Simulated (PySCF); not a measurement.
**Polarisability and C₆ of Cd²⁺ (cadmium, charge +2)**

[Kr] 4d9 5s1, high-spin 3D determinant (an excited configuration). Calculation: PySCF 2.14, in def2-QZVPPD with the def2 core potential (28 electrons) (7s5p4d4f2g, 88 functions); a scalar-relativistic core potential. Coupled (time-dependent) response in atomic units; α is the mean over directions.

| method | mean α (bohr³) | α xx, yy, zz | C₆ (like pair) | S(−4) |
| --- | --- | --- | --- | --- |
| wB97M-V | 16.36 | 16.71, 16.71, 15.67 | 81.14 | 187.3 |

S(−4) is the Cauchy moment in α(ω) = α(0) + S(−4) ω² + …

Spin-orbit coupling is absent.

α(iu) at wB97M-V:

```
u (hartree)  α(iu) (bohr³)
          0          16.36
     0.0500          15.91
      0.100          14.74
      0.200          11.67
      0.300          9.129
      0.500          6.179
      0.750          4.433
       1.00          3.471
       1.50          2.383
       2.00          1.756
       3.00          1.060
       5.00         0.4931
```

A single London oscillator, α(iu) = α/(1 + u²/ω²), gives C₆ = (3/4) ω α². Matching the computed C₆ needs ω = 4 × 81.14 / (3 × 16.36²) = 0.404 hartree.

For an ion, C₆ is the dispersion term alone; charge-induced terms of lower order in 1/R come first.

The components differ because the open shell of this determinant is not spherical; for a pure term their mean is the scalar polarisability.

Energies and moments cover only the electrons outside the core potential.
